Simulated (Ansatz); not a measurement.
A nudged elastic band was laid between two geometries of AlBFH$_{5}$Si (9 atoms, charge 0, multiplicity 1).

All numbers below come from RKS B3LYP-D4/def2-SVP in Ansatz.

```
movable images  : 5
climbing image  : from the first iteration
spring          : 5.0 eV/Å²
optimiser       : lbfgs
start path      : IDPP
force threshold : 0.03 eV/Å
iteration limit : 60
end points      : relaxed
```

Initial state:

```xyz
9
Properties=species:S:1:pos:R:3
F 1.286 -1.185 -1.287
B 0.521 -0.387 -0.541
Al 0.477 1.745 -1.036
Si -0.550 -1.206 1.007
H 1.331 2.344 -2.238
H -0.426 2.741 -0.183
H -2.003 -0.910 0.783
H -0.388 -2.680 1.203
H -0.160 -0.508 2.274
```

Final state:

```xyz
9
Properties=species:S:1:pos:R:3
F -0.101 -0.583 -2.087
B 0.035 -0.177 -0.824
Al 1.639 1.241 -0.364
Si -1.256 -0.900 0.596
H 2.648 1.761 -1.481
H 1.814 1.779 1.124
H -2.291 -1.862 0.108
H -0.450 -1.568 1.669
H -1.949 0.262 1.242
```

(1) What changes between the two ends?

(2) What energy profile does the band end with?

(3) What is the geometry of the highest image?

The band took 20 iterations and roughly 6 core-minutes.

## Answers

(1) No bond is made or broken. The dihedral Al3–B2–Si4–H8 goes from -180 to -58°. The two ends are copies of one structure, up to a mirror image or an exchange of like atoms.

(2) The run converged. The highest image is number 3 of 0 to 6, 0.024 eV above the ends, which have the same energy within 2 meV. Another band between the same ends (5 images) ends at a top of the same energy, where a vibrational analysis finds 2 clearly imaginary modes.

```csv
image,path coordinate (Å),energy (eV),dihedral Al3–B2–Si4–H8 (°)
0,0.00,0.000,-180
1,0.69,0.006,-160
2,1.37,0.019,-140
3,2.06,0.024,-120
4,2.75,0.019,-99
5,3.43,0.007,-78
6,4.12,0.000,-58
```

(3) 
```xyz
9
Properties=species:S:1:pos:R:3
F 0.349 -1.081 -1.791
B 0.200 -0.318 -0.706
Al 1.175 1.642 -0.668
Si -0.950 -1.106 0.810
H 2.072 2.178 -1.869
H 0.989 2.581 0.605
H -2.339 -1.399 0.330
H -0.361 -2.388 1.314
H -1.046 -0.156 1.959
```

The run took 5.8 min on 1 thread of Intel(R) Xeon(R) Processor @ 2.70GHz, with other jobs on the host, peak memory 0.18 GiB.
